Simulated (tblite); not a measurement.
Parent: `[CH2:1]=[CH:2][C:3](=[O:4])[SiH2:5][F:6]` with C1–C2–C3–O4 -175°, C2–C3–Si5–F6 48°, C3H5FOSi.

Computed geometry: GFN2-xTB, gas phase. One conformer each, not checked by frequencies here.

| coordinate of the parent | value |
| --- | --- |
| C1=C2 | 1.327 Å |
| C2–C3 | 1.473 Å |
| C3=O4 | 1.218 Å |
| C3–Si5 | 1.928 Å |
| Si5–F6 | 1.616 Å |
| C1–C2–C3 | 123.8° |
| C2–C3–O4 | 120.4° |
| C2–C3–Si5 | 121.6° |
| O4–C3–Si5 | 118.0° |
| C3–Si5–F6 | 108.3° |

**Question.** How does the shared frame change in `[CH2:1]=[CH:2][C:3](=[O:4])[Si@H:5]([F:6])[CH2:7][CH3:8]` with C1–C2–C3–O4 -1°, C2–C3–Si5–F6 -7°, C3–Si5–C7–C8 -61°, C5H9FOSi? Atoms pair as C1 = C1, C2 = C2, C3 = C3, O4 = O4, Si5 = Si5, F6 = F6 (parent first).

**Answer.** 
```csv
parent,relative,value in the relative,change
C1=C2,C1=C2,1.328 Å,+0.001
C2–C3,C2–C3,1.479 Å,+0.006
C3=O4,C3=O4,1.219 Å,+0.001
C3–Si5,C3–Si5,1.926 Å,-0.002
Si5–F6,Si5–F6,1.625 Å,+0.009
C1–C2–C3,C1–C2–C3,121.6°,-2.2
C2–C3–O4,C2–C3–O4,121.7°,+1.3
C2–C3–Si5,C2–C3–Si5,118.4°,-3.2
O4–C3–Si5,O4–C3–Si5,119.9°,+1.9
C3–Si5–F6,C3–Si5–F6,106.5°,-1.8
```

Of the parent's bonds, Si5–F6 changes most (+0.009 Å). Bonds of the relative outside the shared frame: Si5–C7 1.896, C7–C8 1.528 Å. Point group C1 → C1.
